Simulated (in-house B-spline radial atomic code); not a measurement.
BHandHLYP excitations of F⁷⁺

Method: BHandHLYP. Computed with a B-spline radial code for spherical atoms: linear response of the closed shell 1s2 with the functional's adiabatic kernel; non-relativistic, point nucleus, no spin-orbit coupling, no double excitations, S, P, D and F terms only.

Command:
```bash
python run_td.py task.json out
```
Settings (radii: box in bohr, nucleus in fm):
```
Z                        9
electrons                2
configuration            1s2
hamiltonian              nr
method                   bhandhlyp
box_radius               12.81
intervals                47
```

Time taken, with all properties: 1 thread of Intel(R) Xeon(R) 6975P-C (Granite Rapids), on a shared host.

The lowest states, in the order of their Tamm-Dancoff energies; the method's threshold (minus the highest occupied level) is 927.64 eV. Labels give the largest channel, * marks a mixed state, and oscillator strengths are full-response dipole values. Semilocal kernels can invert the small singlet-triplet splittings of Rydberg terms. Energies in eV:

| state | full response | Tamm-Dancoff | oscillator strength |
| --- | --- | --- | --- |
| 1s → 2s 3S | 702.90 | 702.96 | - |
| 1s → 2p 3P | 713.69 | 713.74 | - |
| 1s → 2s 1S | 718.19 | 718.33 | - |
| 1s → 2p 1P | 726.08 | 726.14 | 0.665 |
| 1s → 3s 3S | 835.58 | 835.59 | - |
| 1s → 3d 3D | ? | ? | - |
| 1s → 3p 3P | 838.41 | 838.42 | - |
| 1s → 3s 1S | 838.67 | 838.69 | - |
| 1s → 3d 1D | 839.17 | 839.19 | - |
| 1s → 3p 1P | ? | ? | ? |
| 1s → 4s 3S | 876.97 | 876.97 | - |
| 1s → 4d 3D | 877.65 | 877.65 | - |
| 1s → 4p 3P | 878.02 | 878.03 | - |
| 1s → 4s 1S | 878.18 | 878.19 | - |
| 1s → 4d 1D | 878.57 | 878.58 | - |
| 1s → 4p 1P | 878.97 | 878.98 | 0.0554 |
| 1s → 4f 3F | 879.27 | 879.27 | - |
| 1s → 4f 1F | 879.37 | 879.37 | - |
| 1s → 5s 3S | 895.62 | 895.63 | - |

Where does 1s → 3d 3D lie?

At 836.88 eV in full response, 836.88 eV in Tamm-Dancoff.

Where does 1s → 3p 1P lie?

At 840.73 eV in full response, 840.74 eV in Tamm-Dancoff, oscillator strength 0.144.

How large is the singlet-triplet splitting of 1s → 2s (S terms) in Tamm-Dancoff?

15.4 eV, from the unrounded values.

What polarisabilities and dispersion coefficient does the method give?

Dipole 0.001636 bohr³, quadrupole 7.923e-05 bohr⁵, C6 6.295e-05 hartree·bohr⁶ for two such species.
